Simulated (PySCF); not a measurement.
Compound: 2-propylpyridine, C₈H₁₁N.
Numbering: `[CH3:1][CH2:2][CH2:3][c:4]1[cH:5][cH:6][cH:7][cH:8][n:9]1` (hydrogens: H10, H11, H12 on C1; H13, H14 on C2; H15, H16 on C3; H17 on C5; H18 on C6; H19 on C7; H20 on C8)

Geometry (PBE0-D3(BJ)/def2-SVP, Å), atoms numbered from 1 in this order:
```
atom  x, y, z in Å
C1    -2.0621    0.7049   -0.1320
C2    -1.7728   -0.6811   -0.6852
C3    -0.7150   -1.4534    0.1102
C4     0.6381   -0.7983    0.0817
C5     1.4721   -0.9165   -1.0397
C6     2.6995   -0.2648   -1.0446
C7     3.0620    0.4891    0.0698
C8     2.1681    0.5479    1.1365
N9     0.9915   -0.0740    1.1471
H10   -1.1557    1.3290   -0.1117
H11   -2.4375    0.6490    0.9019
H12   -2.8180    1.2268   -0.7383
H13   -2.7004   -1.2778   -0.7015
H14   -1.4464   -0.6023   -1.7374
H15   -1.0239   -1.5294    1.1638
H16   -0.6350   -2.4775   -0.2897
H17    1.1552   -1.5197   -1.8942
H18    3.3678   -0.3455   -1.9059
H19    4.0160    1.0183    0.1147
H20    2.4174    1.1292    2.0323
```

Computed with PySCF at PBE0/def2-SVPD, non-relativistic, on one gas-phase PBE0-D3(BJ)/def2-SVP geometry that isn't relaxed in the solvent. The solvent is an IEF-PCM continuum (Bondi radii, 1.10 Å for H, scaled by 1.2), and excitations are vertical TDDFT with non-equilibrium linear response and a frozen core. Only the electrostatic response of the medium enters.

```json
{"run": "gas", "E − E(gas) (kcal/mol)": "0.00", "HOMO (eV)": "-7.27", "HOMO–LUMO gap (eV)": "6.51", "dipole (D)": "1.87", "lowest singlet (eV)": "4.84", "static polarisability (au)": "99.5"}
{"run": "P", "E − E(gas) (kcal/mol)": "-4.67", "HOMO (eV)": "-7.35", "HOMO–LUMO gap (eV)": "6.55", "dipole (D)": "2.90", "lowest singlet (eV)": "5.02", "static polarisability (au)": "139.5"}
{"run": "Q", "E − E(gas) (kcal/mol)": "-1.64", "HOMO (eV)": "-7.31", "HOMO–LUMO gap (eV)": "6.56", "dipole (D)": "2.18", "lowest singlet (eV)": "4.90", "static polarisability (au)": "112.7"}
```

Task: The runs were made in cyclohexane and water. Which run belongs to which solvent?

Result: P = water, Q = cyclohexane. The dielectric constants are 2.017 (cyclohexane), 78.36 (water), and the energy falls further as ε rises. The optical constants n² used for the excitations are 2.04, 1.78 in the same order. In this model the ground state sees the solvent through ε alone.

Task: How constant is the ratio of the lowering to (ε − 1)/(2ε + 1)?

Result: 
| solvent | (ε − 1)/(2ε + 1) | E − E(gas) (kcal/mol) | ratio (kcal/mol) | polarisation term (kcal/mol) |
| --- | --- | --- | --- | --- |
| cyclohexane | 0.202 | -1.64 | -8.1 | -1.76 |
| water | 0.490 | -4.67 | -9.5 | -5.83 |

The ratio changes by +17.2 % in size from cyclohexane to water. The polarisation term is half the interaction of the solute with the induced surface charges.
